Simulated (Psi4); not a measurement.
Pair of molecules, SMILES [SiH4] with SMILES FCF (the first has 5 atoms); geometry from B3LYP-D3(BJ)/def2-TZVP, rigid monomers moved along the line of their centres of mass till Si1···F6 is 5.88 Å.
(charge 0, multiplicity 1):
```xyz
10

Si     0.239    -0.047     0.129
H     -1.013     0.279     0.848
H      0.511    -1.497     0.243
H      1.360     0.729     0.701
H      0.071     0.307    -1.300
F      0.200    -0.542     5.983
C     -0.618     0.357     6.602
F     -0.034     1.584     6.538
H     -0.720     0.070     7.650
H     -1.567     0.391     6.064
```

Computed with SAPT0/jun-cc-pV(D+d)Z in Psi4 1.11.

### Question
Give the four SAPT terms and the total, and say what mostly holds the pair together.

### Answer
electrostatics -0.04, exchange 0.00, induction 0.00, dispersion -0.03, total -0.08 kcal/mol; the largest attraction is electrostatics.
